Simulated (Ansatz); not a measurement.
`ClB(Cl)Br` + H₂S → `SB(Cl)Br` + HCl at 400 K and 1 bar (ligand exchange at a B–Cl bond).

Program: Ansatz. Geometries: PBE0-D4/def2-TZVP. ΔE: electronic, gas phase. CBS: MP2 limit from def2 TZ/QZ plus the TZ coupled-cluster correction, frozen cores. This one scheme is used for every species. For Br outer-core shells are correlated without core-valence functions, which leaves a few kJ/mol of doubt a bond. Scalar relativity is left out up to krypton. One conformer a species, not always the lowest.

```tsv
species	CCSD(T)/CBS energy (Eh)	H − E (kJ/mol)	S (J/(mol·K))
`ClB(Cl)Br`	-3517.78256	40.2	330.0
H₂S	-398.97279	53.4	215.9
`SB(Cl)Br`	-3456.37310	65.8	344.7
HCl	-460.38127	29.6	195.4
```

H − E and S are ideal-gas, rigid-rotor, harmonic terms from PBE0-D4/def2-TZVP, for one conformer and one mirror image of each species. 1 Eh = 2625.50 kJ/mol, R = 8.31446 J/(mol·K).

Task: By hand: ΔE, ΔH, ΔS and ΔG.

Result: ΔE = (-3456.37310) + (-460.38127) − (-3517.78256) − (-398.97279) = 0.00098 Eh = 2.6 kJ/mol. Δ(H − E) = 65.8 + 29.6 − 40.2 − 53.4 = 1.8, so ΔH = 4.4 kJ/mol. ΔS = 344.7 + 195.4 − 330.0 − 215.9 = -5.8 J/(mol·K). ΔG = 4.4 − 400 × (-5.8)/1000 = 6.7 kJ/mol.

Task: By hand: the equilibrium constant, and the temperature at which ΔG would vanish if ΔH and ΔS stayed fixed.

Result: log₁₀ K = −ΔG/(RT ln 10) = -0.9. ΔH and −TΔS have one sign here, so there is no such temperature.

TΔS isn't small against ΔH here. A doubt of 5 kJ/mol in ΔE shifts log₁₀ K by 0.7 here. Other conformers and mirror images would add mixing entropy, several J/(mol·K) or more a flexible species. These are equilibria of isolated gas molecules and say nothing of rates. Largest T1 diagnostic: 0.011 (customary marks: 0.02 for closed shells, 0.045 for open ones).

ΔS is within the doubt of such terms, so its sign, and with it that verdict, could turn.
